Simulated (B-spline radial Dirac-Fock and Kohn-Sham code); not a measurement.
Dipole and non-dipole photoemission parameters of Mo³⁺ 3d5/2

System: Mo³⁺, configuration 1s2 2s2 2p6 3s2 3p6 3d10 4s2 4p6 4d3; threshold 272.2 eV (orbital energy of the model). Model: Dirac-Hartree-Slater photoionisation with a Latter tail; cross sections with all multipoles, angular parameters from the dipole term and its interference with E2. Program: a B-spline atomic structure program.

Input of the calculation (task.json; shells as n, l, electrons):

```json
{"items": [{
  "Z": 42,
  "q": 3,
  "cfg": [[1, 0, 2], [2, 0, 2], [2, 1, 6], [3, 0, 2], [3, 1, 6], [3, 2, 10], [4, 0, 2], [4, 1, 6], [4, 2, 3]],
  "A": 98,
  "rrms": 4.4091,
  "do": "xps",
  "hv": [51.3, 52.6, 57.8, 60, 100, 116.0, 158.0, 277.0, 283.0, 300, 400, 428.0, 451.0, 778.0, 1450.0, 1486.9, 1500.0, 1850.0, 2000, 2390.0, 2984.4, 3560.0, 3860.0, 4790.0, 5280.0, 7230.0, 7280.0, 9251.7, 9750.0, 11000.0]
}]}
```

Command: `python xray2_run.py task.json out`

For linearly polarised light dσ/dΩ = σ/(4π) [1 + β P₂(cos θ) + (δ + γ cos²θ) sin θ cos φ], with θ from the polarisation vector and φ the angle between the beam and the projection of the electron momentum on the plane normal to the polarisation.

| hν (eV) | σ (kb) | β | γ | δ |
| --- | --- | --- | --- | --- |
| 283 | 2550 | 0.480 | -0.002 | -0.001 |
| 300 | 2620 | 0.279 | -0.017 | 0.001 |
| 400 | 2100 | 0.657 | -0.039 | 0.013 |
| 428 | 1870 | 0.747 | -0.036 | 0.016 |
| 451 | 1710 | 0.809 | -0.032 | 0.018 |
| 778 | 489 | 1.168 | 0.090 | 0.037 |
| 1450 | 82.9 | 1.203 | 0.373 | 0.065 |
| 1486.9 | 76.7 | 1.200 | 0.386 | 0.066 |
| 1500 | 74.7 | 1.198 | 0.391 | 0.067 |
| 1850 | 38.6 | 1.157 | 0.509 | 0.080 |
| 2000 | 30.0 | 1.137 | 0.554 | 0.086 |
| 2390 | 16.7 | 1.085 | 0.658 | 0.102 |
| 2984.4 | 7.82 | 1.011 | 0.790 | 0.127 |
| 3560 | 4.21 | 0.947 | 0.894 | 0.151 |
| 3860 | 3.15 | 0.916 | 0.941 | 0.163 |
| 4790 | 1.43 | 0.834 | 1.060 | 0.201 |
| 5280 | ? | ? | ? | ? |
| 7230 | 0.299 | 0.679 | 1.266 | 0.296 |
| 7280 | 0.291 | 0.677 | 1.269 | 0.298 |
| 9251.7 | 0.113 | 0.592 | 1.372 | 0.370 |
| 9750 | 0.0917 | 0.575 | 1.392 | 0.387 |
| 11000 | 0.0563 | 0.534 | 1.437 | 0.429 |

**Question.** Give the values at 5280 eV.

**Answer.** σ = 0.994 kb, β = 0.796, γ = 1.111, δ = 0.221.
